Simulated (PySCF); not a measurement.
C2H6BNO (SMILES C=CB(N)O), singlet, at a GFN2-xTB geometry; HF/6-31G, TDA in PySCF.

PySCF was given this input:
```python
from pyscf import gto, scf, tdscf

mol = gto.M(
    atom='''
B     0.205446    0.400760    0.183875
C    -0.639793   -0.449080   -0.829762
C    -0.841836   -1.755472   -0.721244
H    -1.087509    0.067802   -1.672924
H    -1.428103   -2.321492   -1.429916
H    -0.417137   -2.309558    0.099331
O     0.789733   -0.217345    1.244277
H     1.289248    0.358857    1.821459
N     0.342934    1.785795   -0.023714
H     0.865629    2.399681    0.578035
H    -0.077992    2.266416   -0.797550
''',
    basis='6-31g',
    charge=0,
    spin=0,
    verbose=4,
)

mf = scf.RHF(mol)
mf.kernel()
td = mf.TDA()
td.nstates = 5
td.kernel(x0=td.get_init_guess(mf, 13), nstates=5)
td.analyze()
```

Problem. What does PySCF print? Leave out banner, timings and long lists.

Solution. 
```
PySCF version 2.14.0

[INPUT] verbose = 4
[INPUT] num. atoms = 11
[INPUT] num. electrons = 38
[INPUT] charge = 0
[INPUT] spin (= nelec alpha-beta = 2S) = 0
[INPUT] symmetry False subgroup None
[INPUT] Mole.unit = angstrom
[INPUT] Symbol           X                Y                Z      unit          X                Y                Z       unit  Magmom
[INPUT]  1 B      0.205446000000   0.400760000000   0.183875000000 AA    0.388236673387   0.757326641681   0.347473391154 Bohr   0.0
[INPUT]  2 C     -0.639793000000  -0.449080000000  -0.829762000000 AA   -1.209033546414  -0.848638208020  -1.568022928571 Bohr   0.0
[INPUT]  3 C     -0.841836000000  -1.755472000000  -0.721244000000 AA   -1.590839481799  -3.317361299342  -1.362953628986 Bohr   0.0
[INPUT]  4 H     -1.087509000000   0.067802000000  -1.672924000000 AA   -2.055094168000   0.128127210698  -3.161368187212 Bohr   0.0
[INPUT]  5 H     -1.428103000000  -2.321492000000  -1.429916000000 AA   -2.698723547670  -4.386984080369  -2.702149621134 Bohr   0.0
[INPUT]  6 H     -0.417137000000  -2.309558000000   0.099331000000 AA   -0.788274686423  -4.364432088798   0.187708385679 Bohr   0.0
[INPUT]  7 O      0.789733000000  -0.217345000000   1.244277000000 AA    1.492379081531  -0.410722524544   2.351342753095 Bohr   0.0
[INPUT]  8 H      1.289248000000   0.358857000000   1.821459000000 AA    2.436325626643   0.678141447883   3.442058657124 Bohr   0.0
[INPUT]  9 N      0.342934000000   1.785795000000  -0.023714000000 AA    0.648051338802   3.374663464618  -0.044812965318 Bohr   0.0
[INPUT] 10 H      0.865629000000   2.399681000000   0.578035000000 AA    1.635801735481   4.534739876322   1.092327840413 Bohr   0.0
[INPUT] 11 H     -0.077992000000   2.266416000000  -0.797550000000 AA   -0.147383519907   4.282905524332  -1.507151070647 Bohr   0.0

nuclear repulsion = 155.50908758947
number of shells = 37
number of NR pGTOs = 134
number of NR cGTOs = 57
basis = 6-31g
ecp = {}

******** <class 'pyscf.scf.hf.RHF'> ********
method = RHF
initial guess = minao
damping factor = 0
level_shift factor = 0
DIIS = <class 'pyscf.scf.diis.CDIIS'>
diis_start_cycle = 1
diis_space = 8
diis_damp = 0
SCF conv_tol = 1e-09
SCF conv_tol_grad = None
SCF max_cycles = 50
direct_scf = True
direct_scf_tol = 1e-13
Set gradient conv threshold to 3.16228e-05
Initial guess from minao.
init E= -234.118326662557
  HOMO = -0.282936164450439  LUMO = 0.0198251555940674  gap/eV = 8.23856
cycle= 1 E= -233.147299345208  delta_E= 0.971  |g|= 0.516  |ddm|= 2.93
  HOMO = -0.357955420633116  LUMO = 0.148564492010178  gap/eV = 13.78311
cycle= 2 E= -233.208625631341  delta_E= -0.0613  |g|= 0.258  |ddm|= 0.695
  HOMO = -0.356937446572525  LUMO = 0.148514011471465  gap/eV = 13.75403
cycle= 3 E= -233.221342031074  delta_E= -0.0127  |g|= 0.0557  |ddm|= 0.234
  HOMO = -0.357227659118609  LUMO = 0.150121419660268  gap/eV = 13.80567
cycle= 4 E= -233.222274123966  delta_E= -0.000932  |g|= 0.00845  |ddm|= 0.0815
  HOMO = -0.356726993024516  LUMO = 0.15058683732906  gap/eV = 13.80471
cycle= 5 E= -233.222295959566  delta_E= -2.18e-05  |g|= 0.00293  |ddm|= 0.0132
  HOMO = -0.356613245576844  LUMO = 0.150636931490919  gap/eV = 13.80298
cycle= 6 E= -233.222299137175  delta_E= -3.18e-06  |g|= 0.000503  |ddm|= 0.00528
  HOMO = -0.356651898791498  LUMO = 0.15059744718221  gap/eV = 13.80296
cycle= 7 E= -233.222299290182  delta_E= -1.53e-07  |g|= 0.000137  |ddm|= 0.00119
  HOMO = -0.356633666460163  LUMO = 0.15061666222908  gap/eV = 13.80298
cycle= 8 E= -233.222299300407  delta_E= -1.02e-08  |g|= 5.25e-05  |ddm|= 0.00024
  HOMO = -0.356635443740316  LUMO = 0.150615328027844  gap/eV = 13.80300
cycle= 9 E= -233.222299301737  delta_E= -1.33e-09  |g|= 1.39e-05  |ddm|= 8.39e-05
  HOMO = -0.356638555786711  LUMO = 0.15061224383635  gap/eV = 13.80300
cycle= 10 E= -233.222299301855  delta_E= -1.18e-10  |g|= 4.3e-06  |ddm|= 2.71e-05
  HOMO = -0.356637708435749  LUMO = 0.150613052079673  gap/eV = 13.80300
Extra cycle  E= -233.222299301864  delta_E= -9.38e-12  |g|= 1.81e-06  |ddm|= 7.7e-06
converged SCF energy = -233.222299301864

******** <class 'pyscf.tdscf.rhf.TDA'> for <class 'pyscf.scf.hf.RHF'> ********
nstates = 5 singlet
deg_eia_thresh = 1.000e-03
wfnsym = None
conv_tol = 1e-05
eigh lindep = 1e-12
eigh level_shift = 0
eigh max_cycle = 100

Excitation energies (eV)
[7.91371439 8.21382738 9.14921698 9.65862164 9.96306161]

** Singlet excitation energies and oscillator strengths **
Excited State   1:      7.91371 eV    156.67 nm  f=0.7446
      19 -> 20       -0.68582
Excited State   2:      8.21383 eV    150.95 nm  f=0.0032
      17 -> 20        0.68790
Excited State   3:      9.14922 eV    135.51 nm  f=0.0043
      15 -> 22        0.12280
      18 -> 21       -0.57598
      18 -> 22        0.20537
      18 -> 23        0.11732
      19 -> 21        0.25233
      19 -> 22       -0.13272
Excited State   4:      9.65862 eV    128.37 nm  f=0.0006
      12 -> 20       -0.10236
      14 -> 20        0.48679
      14 -> 25        0.14126
      16 -> 20        0.43053
Excited State   5:      9.96306 eV    124.44 nm  f=0.0006
      15 -> 21       -0.11627
      18 -> 21        0.14738
      18 -> 22        0.15856
      19 -> 21        0.29665
      19 -> 23        0.50807
      19 -> 24       -0.17573

** Transition electric dipole moments (AU) **
state          X           Y           Z        Dip. S.      Osc.
  1         0.4913      1.8915      0.1469      3.8406      0.7446
  2        -0.1022      0.0235      0.0685      0.0157      0.0032
  3         0.1137     -0.0240     -0.0767      0.0194      0.0043
  4        -0.0406      0.0006      0.0279      0.0024      0.0006
  5         0.0351      0.0133     -0.0324      0.0025      0.0006

** Transition velocity dipole moments (imaginary part, AU) **
state          X           Y           Z        Dip. S.      Osc.
  1         0.0923      0.2674      0.0555      0.0831      0.1905
  2        -0.0088      0.0022      0.0060      0.0001      0.0003
  3         0.0612     -0.0124     -0.0409      0.0056      0.0110
  4        -0.0061     -0.0002      0.0042      0.0001      0.0001
  5         0.0048      0.0031     -0.0055      0.0001      0.0001

** Transition magnetic dipole moments (imaginary part, AU) **
state          X           Y           Z
  1        -0.3892      0.0798      0.2578
  2         0.1186      0.8304     -0.0883
  3         0.2551      0.0297      0.3734
  4        -0.7408     -0.5249     -0.9576
  5         0.1598     -0.2963      0.3288
```
